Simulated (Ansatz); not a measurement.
# Ligand exchange: In(CH3)3(OH2) + BH2(SeH) → InH(CH3)2(OH2) + Se(BH2)(CH3)

Gas-phase species: In(CH3)3(OH2), singlet; BH2(SeH), singlet; InH(CH3)2(OH2), singlet; Se(BH2)(CH3), singlet. The partners trade CH3 for H: In–CH3 and Se–H bonds give way to In–H and Se–CH3.

Shapes, held fixed at every level: PBE0-D4/def2-TZVP. Flexible molecules stand in one conformer, not always the lowest. Programs: Ansatz 0.2.0. The zero-point and thermal change to 298 K, harmonic and unscaled (PBE0-D4/def2-TZVP), is -0.1 kJ/mol.

```tsv
level	kind	ΔH(298 K) (kJ/mol)
HF/def2-TZVPP	Hartree–Fock	+16.0
SPW92/def2-TZVPP	LDA	+14.0
PBE-D4/def2-TZVPP	GGA	+16.2
r2SCAN-D4/def2-TZVPP	meta-GGA	+18.0
B3LYP-D4/def2-TZVPP	global hybrid	+17.8
PBE0-D4/def2-TZVPP	global hybrid	+17.1
MP2/def2-SVP	perturbation theory	+25.6
MP2/def2-TZVPP	perturbation theory	+25.0
```

MP2/def2-TZVPP gives ΔH(298 K) = +25.0 kJ/mol; the levels span +14.0 to +25.6. The median of the levels is +17.4. No measured value is set beside it here. For atoms past krypton def2 sets carry core potentials with scalar relativity. Relativity is left out for Se. Outer-core shells of In, Se are correlated, in sets that cover them unevenly.
